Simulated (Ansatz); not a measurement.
`B[Se][SiH2]C` + SiH₄ → `B[Se][SiH2][SiH3]` + CH₄  (formal exchange of groups at the Si–C bond)

Isolated molecules relaxed with PBE0-D4/def2-TZVP in Ansatz; ΔE leaves out vibrations. CBS: MP2 limit from def2 TZ/QZ plus the TZ coupled-cluster correction, frozen cores. This one scheme is used for every species. Functionals use def2-TZVPP. B3LYP here is the variant with VWN-RPA as its local correlation; programs differ in this. For Se outer-core shells are correlated without core-valence functions, which leaves a few kJ/mol of doubt a bond. Scalar relativity is left out up to krypton. Each species was taken in one conformer, which may not be the lowest.

| level | ΔE (kJ/mol) | difference from CCSD(T)/CBS |
| --- | --- | --- |
| PBE-D4 | -18.2 | -12.6 |
| r2SCAN-D4 | -10.1 | -4.5 |
| PBE0-D4 | -14.6 | -9.0 |
| B3LYP-D4 | -8.8 | -3.2 |
| ωB97X-V | -5.3 | 0.3 |
| ωB97M-V | -0.2 | 5.4 |
| B2PLYP | -3.3 | 2.3 |
| PBE | -16.3 | -10.7 |
| r2SCAN | -9.6 | -4.0 |
| PBE0 | -12.8 | -7.2 |
| B3LYP | -5.6 | 0.0 |
| HF/def2-TZVPP | 4.3 | 9.9 |
| MP2/def2-TZVPP | 0.5 | 6.1 |
| SCS-MP2/def2-TZVPP | 1.8 | 7.4 |
| CCSD/def2-TZVPP | -2.8 | 2.8 |
| CCSD(T)/def2-TZVPP | -4.3 | 1.3 |
| HF/def2-QZVPP | 4.9 | 10.5 |
| MP2/def2-QZVPP | 0.0 | 5.6 |
| SCS-MP2/def2-QZVPP | 1.3 | 6.9 |
| HF/CBS(def2) | 5.0 | 10.6 |
| MP2/CBS(def2) | -0.8 | 4.8 |
| CCSD/CBS(def2) | -4.1 | 1.5 |
| CCSD(T)/CBS | -5.6 | 0 |

Largest T1 diagnostic among the species: 0.014.

In def2-TZVPP, CCSD(T) changes the Hartree–Fock value by −8.6 kJ/mol (the triples alone add −1.5 kJ/mol) and MP2 by −3.8 kJ/mol. The D4 term adds −3.2 kJ/mol with B3LYP and −1.9 kJ/mol with PBE0; it sums over pairs of atoms, weighted by their polarisabilities, and B3LYP, whose exchange is more repulsive, gets the larger term.
